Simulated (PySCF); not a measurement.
Simulation results for C2H6BO

Calculation on a computer-drawn molecule: the log of a Hartree-Fock and frozen-core CCSD(T) single point meant for a local Hartree-Fock minimum, with one planted fault or none, to be diagnosed. Offsets are logged minus clean, where the clean run is the same molecule without the fault. The reference is restricted for singlets and unrestricted otherwise, and also for a bond in bohr or an excited solution. Adding or removing an electron swaps singlet and doublet. The excited solution moves the top pair (singlet) or top alpha electron (doublet) to the lowest empty orbital. Highest occupied and lowest empty are orbital energies over both spins, largest force is the largest gradient component, triples share is (T) over the correlation energy, the T1 limit is 0.02 restricted and 0.045 unrestricted, electrons count all cores, a negative frequency is imaginary (commonest isotopes), and the dipole is about the centre of nuclear charge. Program: PySCF 2.14.0.

Common to all runs: meant charge 0; meant multiplicity 2; meant basis cc-pVDZ; logged electrons 31; logged SCF converged yes; possible faults no fault, one electron removed, one electron added, multiplicity raised by two, geometry at a saddle point, SCF held on an excited solution, minimal basis STO-3G, one bond length entered in bohr, all coordinates scaled.

(1) 
```xyz
10
formula=C2H6BO logged_basis_functions=26 logged_spin_squared=0.7659 logged_highest_occupied=-6.6937 logged_lowest_empty=5.9467 logged_largest_force=0.051076 logged_T1_diagnostic=0.020473 logged_D1_diagnostic=0.096173 logged_triples_share=0.014284 logged_CC_converged=yes logged_dipole_magnitude=1.8601 logged_SCF_stable_within_its_kind=yes logged_energy_HF=-176.43271 logged_energy_CCSD(T)=-176.65339
B     -0.0191    -3.0988     0.1850
C      0.5962    -1.6867    -0.1522
C      1.8353    -2.3963    -0.5724
O      2.8849    -2.3643     0.2746
H      0.1599    -3.5879     1.2658
H     -0.5995    -3.7188    -0.6658
H      0.1364    -1.1457    -0.9776
H      0.8013    -1.0342     0.6934
H      2.0168    -2.6933    -1.5980
H      3.5463    -2.9834     0.0029
```

Units: logged_highest_occupied, logged_lowest_empty in eV; logged_largest_force in hartree/bohr; logged_dipole_magnitude in debye; logged_energy_HF, logged_energy_CCSD(T) in hartree.

Drawn bonds:
```csv
atom,other atom,order
1,2,1
2,3,1
3,4,1
1,5,1
1,6,1
2,7,1
2,8,1
3,9,1
4,10,1
```

(2) 
```xyz
10
formula=C2H6BO logged_basis_functions=86 logged_spin_squared=0.7855 logged_highest_occupied=-2.7987 logged_lowest_empty=-0.88036 logged_largest_force=0.11472 logged_dipole_magnitude=6.031 logged_SCF_stable_within_its_kind=no logged_energy_HF=-178.52928
B     -0.0191    -3.0988     0.1850
C      0.5962    -1.6867    -0.1522
C      1.8353    -2.3963    -0.5724
O      2.8849    -2.3643     0.2746
H      0.1599    -3.5879     1.2658
H     -0.5995    -3.7188    -0.6658
H      0.1364    -1.1457    -0.9776
H      0.8013    -1.0342     0.6934
H      2.0168    -2.6933    -1.5980
H      3.5463    -2.9834     0.0029
```

Units: logged_highest_occupied, logged_lowest_empty in eV; logged_largest_force in hartree/bohr; logged_dipole_magnitude in debye; logged_energy_HF in hartree.

Drawn bonds:
```csv
atom,other atom,order
1,2,1
2,3,1
3,4,1
1,5,1
1,6,1
2,7,1
2,8,1
3,9,1
4,10,1
```

Notes: coupled-cluster numbers left out as unreliable.

To be estimated
1. Which fault was planted in the run of C2H6BO (entry 1)?
2. C2H6BO (entry 2): planted fault?

Answers
1. minimal basis STO-3G
2. SCF held on an excited solution

Further results for C2H6BO (entry 1):

| Quantity | Value |
| --- | --- |
| HF energy offset from clean run | 1433 kcal/mol |
| CCSD(T) energy offset from clean run | 1671 kcal/mol |

Further results for C2H6BO (entry 2):

| Property | Result |
| --- | --- |
| HF energy offset from clean run | 117.1 kcal/mol |
